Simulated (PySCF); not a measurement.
How methods differ on the excitation energy of C⁺

C⁺ [He] 2s2 2p1 (2P) → C⁺ [He] 2s1 2p1 3s1 (4P), as a difference of total energies. Computed with PySCF 2.14 in aug-cc-pwCVDZ, with no relativity, point nucleus. Correlated levels: valence: 1s2 frozen; valence and next inner shell: nothing frozen. The calculations carry no spin-orbit coupling.

```tsv
method	excitation energy (eV)
UHF	18.907
LDA	20.156
PBE	20.124
PBE0	20.113
r2SCAN	19.957
B2PLYP	20.451
BHandHLYP	20.530
M06-2X	20.735
TPSSh	20.401
MP2 (valence)	19.943
SCS-MP2 (valence)	20.224
MP2 (valence and next inner shell)	19.971
SCS-MP2 (valence and next inner shell)	20.243
```

Task: How much does correlation contribute at MP2 (valence and next inner shell)?

Result: 19.971 − (18.907) = 1.064 eV, measured against UHF.

The promoted electron is Rydberg-like, and one or two diffuse shells describe it only roughly, which tends to raise the upper state.
